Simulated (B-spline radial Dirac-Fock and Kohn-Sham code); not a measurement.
# Dipole and non-dipole photoemission parameters of Pt⁶⁺ 4f5/2

System: Pt⁶⁺ in the configuration 1s2 2s2 2p6 3s2 3p6 3d10 4s2 4p6 4d10 4f14 5s2 5p6 5d4; threshold 176.9 eV (orbital energy of the model). Model: Dirac-Hartree-Slater photoionisation with a Latter tail; cross sections with all multipoles, angular parameters from the dipole term and its interference with E2. Program: a B-spline atomic structure program.

Input file task.json (cfg lists n, l and occupation; rrms is the nuclear radius in fm):

```json
{"items": [{
  "Z": 78,
  "q": 6,
  "cfg": [[1, 0, 2], [2, 0, 2], [2, 1, 6], [3, 0, 2], [3, 1, 6], [3, 2, 10], [4, 0, 2], [4, 1, 6], [4, 2, 10], [4, 3, 14], [5, 0, 2], [5, 1, 6], [5, 2, 4]],
  "A": 195,
  "rrms": 5.427,
  "do": "xps",
  "hv": [60, 61.2, 80, 100, 145.0, 150, 225.0, 253.0, 360.0, 457.0, 555.0, 587.0, 795.0, 1030.0, 1253.6, 1340.0, 1600.0, 2130.0, 2160.0, 2700.0, 4880.0, 7690.0, 8570.0, 8580.0, 8820.0, 9251.7, 12000, 13100.0, 13600.0, 15000]
}]}
```

Launch: `python xray2_run.py task.json out`

| hν (eV) | σ (kb) | β | γ | δ |
| --- | --- | --- | --- | --- |
| 225 | 2140 | 0.425 | -0.002 | 0.006 |
| 253 | 2320 | 0.320 | -0.005 | 0.009 |
| 360 | 2150 | 0.399 | -0.008 | 0.018 |
| 457 | 1610 | 0.539 | -0.004 | 0.024 |
| 555 | 1160 | 0.658 | 0.003 | 0.031 |
| 587 | 1040 | 0.691 | 0.007 | 0.033 |
| 795 | 533 | 0.852 | 0.039 | 0.045 |
| 1030 | 272 | 0.957 | 0.091 | 0.058 |
| 1253.6 | 156 | 1.014 | 0.153 | 0.070 |
| 1340 | 128 | 1.028 | 0.179 | 0.075 |
| 1600 | 74.4 | 1.055 | 0.259 | 0.088 |
| 2130 | 29.4 | 1.066 | 0.423 | 0.114 |
| 2160 | 28.0 | 1.065 | 0.432 | 0.115 |
| 2700 | 13.0 | 1.046 | 0.586 | 0.140 |
| 4880 | 1.45 | 0.917 | 1.044 | 0.236 |
| 7690 | 0.235 | 0.779 | 1.397 | 0.353 |
| 8570 | ? | ? | ? | ? |
| 8580 | 0.149 | 0.745 | 1.479 | 0.388 |
| 8820 | 0.133 | 0.736 | 1.500 | 0.398 |
| 9251.7 | 0.109 | 0.722 | 1.535 | 0.415 |
| 12000 | 0.0358 | 0.641 | 1.717 | 0.516 |
| 13100 | 0.0244 | 0.613 | 1.772 | 0.555 |
| 13600 | 0.0207 | 0.602 | 1.795 | 0.572 |
| 15000 | 0.0135 | 0.572 | 1.851 | 0.619 |

Q: Give the values at 8570 eV.

A: σ = 0.150 kb, β = 0.745, γ = 1.478, δ = 0.388.

Values without a named source are computed, but for edge energies of neutral atoms, which are taken from tables.
